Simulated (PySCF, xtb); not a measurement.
GeF₂ClBr, SMILES [Br][Ge]([F])([Cl])[F].

Harmonic wavenumbers (cm⁻¹) from GFN2-xTB run with xtb at its own minimum, in rising order: 91, 117, 130, 161, 176, 276, 390, 462, 470.

### Question
What does TPSSh-D3(BJ)/def2-SVP (PySCF) give at its own minimum? (The exact figures need the calculation; the answer reports its results.)

### Answer
113, 148, 180, 214, 231, 331, 457, 732, 759. Paired by order, the mean absolute difference is 99 cm⁻¹ and the zero-point energies are 3.2 and 4.5 kcal/mol.
